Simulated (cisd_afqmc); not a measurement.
Input (AFQMC/CISD/cc-pVDZ; cisd_afqmc is a phaseless AFQMC code with CISD trial states that reads the integrals written by Ansatz):

Ansatz 0.2 input:
```python
import cisd_afqmc

open("ham.yaml", "w").write("""\
crystal:
  periodic: [false, false, false]
  atoms:
    - {symbol: F, position_ang: [-0.00000000, -0.00000000, -1.20332382]}
    - {symbol: B, position_ang: [0.00000000, 0.00000000, 0.02582666]}
    - {symbol: O, position_ang: [0.00000000, 0.00000000, 1.33759763]}
basis:
  gaussian:
    orbitals: cc-pVDZ
total_charge: 1
magnetization: {spin_polarized: true, initial_magnetization: 1}
correlation: {method: ccsd, electrons: outside_noble_gas, hamiltonian_folder: ham}
""")
rep = cisd_afqmc.ansatz("ham.yaml")
e_ccsd = rep["correlation"]["coupled_cluster"]["energy"]["hartree"]
out = cisd_afqmc.run("ham", e_ccsd, trial="CISD", walkers=200, populations=8, threads=8, dt=0.005, steps=40, early=24, settle=10, least=32,
    cut=5e-5, rank_cut=2e-4, target=0.0004, seconds=1500, seed=1, memory=17280, gpu=False)
```

Output:

```
orbitals 39, occupied [8, 7], factors 205 of 387, rank of the doubles 244 of 472
E(HF) = -198.667707
E(CCSD) on the cut factors = -199.068622, shift to the whole factors -0.000003
Energy of the trial state on the determinant = -199.068568
  tau behind 7.2 of longer steps, mean of the populations' last blocks
   2.0  -199.07848
   4.0  -199.07968
   6.0  -199.07981
   8.0  -199.07887
blocks 285 (0 outliers left out), error by blocks joined: 1: 0.00023, 2: 0.00028, 4: 0.00031, 8: 0.00037, 16: 0.00032
E(AFQMC/CISD) = -199.07928 +/- 0.00037
```
